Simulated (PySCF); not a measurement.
**[La(NH2)2]+: from a saddle point downhill**

PySCF 2.14.0, RKS PBE0, La lcecp-1-SVP with ECP46, N def2-SVP, H def2-SVP; non-relativistic Hamiltonian with scalar-relativistic core potentials where named; density fitting; no spin-orbit coupling. Relaxed within the symmetry of its start, the geometry (C2v) is

```xyz
7

La    0.0000    0.0000   -0.2546
N     1.7817    0.0000    1.0435
H     2.1804   -0.8117    1.5245
H     2.1804    0.8117    1.5245
N    -1.7817    0.0000    1.0435
H    -2.1804    0.8117    1.5245
H    -2.1804   -0.8117    1.5245
```

and its lowest harmonic modes are -409, -394, 145, 332, 358, 520 cm⁻¹ (negative: unstable). It was moved along the lowest mode and relaxed again, within the group Cs that the move left.

Problem. Where does it end, and how much lower?

Solution. In C2v, 0.529 eV lower, after 16 steps:
```xyz
7

La    0.0000    0.7603    0.0143
N     1.7507    0.0270    1.1004
H     1.6986   -0.5492    1.9461
H     2.7479    0.1566    0.9114
N    -1.7507    0.0270    1.1004
H    -2.7479    0.1566    0.9114
H    -1.6986   -0.5492    1.9461
```

Problem. How do the contacts change?

Solution. 
| contact | saddle (Å) | end (Å) |
| --- | --- | --- |
| La1–N2 (NH2) | 2.204 | 2.187 |
| La1–N5 (NH2) | 2.204 | 2.187 |


Problem. Is the end a minimum?

Solution. Yes; lowest modes 122, 252, 253, 361, 432, 576 cm⁻¹.

State: singlet in the valence, with the 4f electrons in the core potential.
